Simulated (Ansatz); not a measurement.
Reaction (substitution at a C–O bond): `CO[Si](O)([SiH3])Br` + `CNN` → `CNNC` + `O[Si](O)([SiH3])Br`

Program: Ansatz. Geometries: PBE0-D4/def2-TZVP. ΔE: electronic, gas phase. CCSD(T)/CBS adds triple-zeta CCSD(T) − MP2 to the extrapolated MP2 energy (def2 sets, frozen cores). DFT in def2-TZVPP. For Br outer-core shells are correlated without core-valence functions, which leaves a few kJ/mol of doubt a bond. Scalar relativity is left out up to krypton. Each species was taken in one conformer, which may not be the lowest.

`CO[Si](O)([SiH3])Br`:

```xyz
13

C     0.610    0.718    1.909
O     1.127    0.182    0.710
Si    0.397    0.167   -0.747
O     1.485   -0.313   -1.857
Si   -1.470   -1.225   -0.890
Br   -0.277    2.266   -1.172
H     0.376    1.780    1.797
H    -0.296    0.189    2.223
H     1.369    0.600    2.683
H     2.308    0.175   -1.928
H    -2.428   -0.834    0.179
H    -2.121   -1.059   -2.214
H    -1.080   -2.646   -0.694
```

`CNN`:

Z-matrix (Å, degrees):
```
C
N 1 1.445
H 1 1.093 2 108.8
H 1 1.102 2 114.0 3 121.0
H 1 1.091 2 109.0 3 -118.4
N 2 1.412 1 110.6 3 -178.7
H 2 1.015 1 109.7 3 -55.4
H 6 1.017 2 112.5 1 83.6
H 6 1.011 2 108.7 1 -156.0
```

`CNNC`:

```xyz
12

C     1.132    0.789    0.506
N     0.011    0.132    1.145
N    -0.661   -0.854    0.402
C    -0.928   -0.563   -0.991
H     0.896    1.330   -0.422
H     1.555    1.504    1.215
H     1.907    0.051    0.280
H    -0.676    0.805    1.457
H    -0.146   -1.719    0.501
H    -0.040   -0.379   -1.614
H    -1.578    0.314   -1.062
H    -1.470   -1.410   -1.417
```

`O[Si](O)([SiH3])Br`:

Z-matrix (Å, degrees):
```
Si
O 1 1.638
Si 1 2.331 2 115.0
O 1 1.627 2 108.8 3 120.8
Br 1 2.247 2 106.4 3 -119.5
H 2 0.959 1 117.5 3 92.2
H 3 1.486 1 110.4 2 61.0
H 3 1.487 1 108.2 2 -58.5
H 3 1.485 1 109.7 2 -177.8
H 4 0.960 1 118.3 2 50.5
```

Question: Is it downhill or uphill in electronic energy at CCSD(T)/CBS, and by how much? (Best estimate.)

Answer: Ansatz gave: Downhill: ΔE = -26.7 kJ/mol.

Question: What do these levels give: ωB97M-V, r2SCAN, PBE0, HF/def2-TZVPP, CCSD/def2-TZVPP, MP2/def2-QZVPP? (Estimate.)

Answer: Ansatz gave: ωB97M-V -25.8, r2SCAN -28.5, PBE0 -28.9, HF/def2-TZVPP -18.6, CCSD/def2-TZVPP -24.8, MP2/def2-QZVPP -29.2 kJ/mol.

Largest T1 diagnostic among the species: 0.011.

In def2-TZVPP, CCSD(T) changes the Hartree–Fock value by −6.9 kJ/mol (the triples alone add −0.7 kJ/mol) and MP2 by −10.0 kJ/mol.
